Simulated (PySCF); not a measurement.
C₄H₄OSe, SMILES C=C1[Se]CC1=O. The structure is a stationary point at B3LYP-D3(BJ)/def2-SVP. This is a generated structure with no PubChem entry under its InChIKey; it may be hypothetical.

Computed equilibrium geometry at B3LYP-D3(BJ)/def2-SVP (PySCF confirms it by a frequency run) as a Z-matrix, and its point group:
point group Cs.
```
C
C 1 1.3360
H 2 1.0921 1 122.93
H 2 1.0943 3 118.50 1 -180.00
C 1 1.5007 2 129.48 3 180.00
O 5 1.2005 1 129.71 2 0.00
C 5 1.5372 6 128.67 1 180.00
H 7 1.0994 5 113.60 6 63.53
H 7 1.0994 8 110.22 5 128.80
Se 1 1.9320 2 136.23 3 0.00
```
Charge 0, spin multiplicity 1.
